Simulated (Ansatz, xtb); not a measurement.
System: InCl (charge 0, triplet). This is an excited triplet: at this geometry the singlet lies 3.24 eV lower at CCSD(T)/CBS(def2-TZVPPD,def2-QZVPPD). SMILES: [Cl][In]
Geometry from a B3LYP-D3(BJ)/def2-TZVP (Ansatz, a program for electronic structure) optimisation:
```xyz
2

In     0.0000     0.0000    -0.6188
Cl     0.0000     0.0000     1.7837
```
Charge 0, spin multiplicity 3.

Harmonic wavenumbers from GFN2-xTB (xtb, at its own minimum), cm⁻¹: 206.

Give the harmonic wavenumbers at B3LYP-D3(BJ)/def2-TZVP (Ansatz, finite differences of forces, unscaled).

285 cm⁻¹. Zero-point energy 0.4 kcal/mol.

From these and the geometry, give the ideal-gas thermochemistry at 298.15 K and 1 atm (rigid rotor, harmonic oscillator).

Point group C∞v, rotational symmetry number 1. Rotational constants 3.232, 3.232 GHz. S(trans) 40.93, S(rot) 17.01, S(vib) 1.50, S(elec, spin only) 2.18, S 61.6 cal/(mol K). H(298) - H(0) 2.35 kcal/mol; G - E(el) -15.6 kcal/mol.
